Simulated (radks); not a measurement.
Q: Cd I, configuration [Kr] 4d6 5s1 5p5 (not the ground configuration). All-electron calculation, scalar-relativistic Kohn-Sham, PBEsol, spin-polarised, spherical densities, point nucleus; open shells are filled with parallel spins first (spin-orbit coupling, left out, can overturn this in heavy ions). Program: a radial shooting solver on a logarithmic mesh with Libxc functionals. Some entries of the table are withheld. Estimate them.

orbital  occ.  eigenvalue (eV)  <1/r> (bohr^-1)
1s up       1        -26540.68            50.62
1s down     1        -26540.59            50.62
2s up       1        -3967.527            11.52
2s down     1        -3966.466            11.52
2p up       3        -3563.664            11.11
2p down     3        -3562.819            11.11
3s up       1        -763.6360            4.062
3s down     1        -762.9869            4.062
3p up       3        -631.2828            3.870
3p down     3        -630.5570            3.870
3d up       5        -424.2810            3.644
3d down     5        -423.2584            3.644
4s up       1        -134.2993            1.602
4s down     1        -130.3184            1.606
4p up       3         -94.3838            1.461
4p down     3         -90.3227            1.464
4d up       5              (1)            1.185
4d down     1              (2)            1.182
5s up       1         -15.1420           0.5858
5s down     0         -12.7854           0.5607
5p up       3              (3)           0.4723
5p down     2              (4)           0.4381

A: 
(1) 4d up eigenvalue (eV): -35.7481
(2) 4d down eigenvalue (eV): -31.6946
(3) 5p up eigenvalue (eV): -6.9029
(4) 5p down eigenvalue (eV): -5.2761
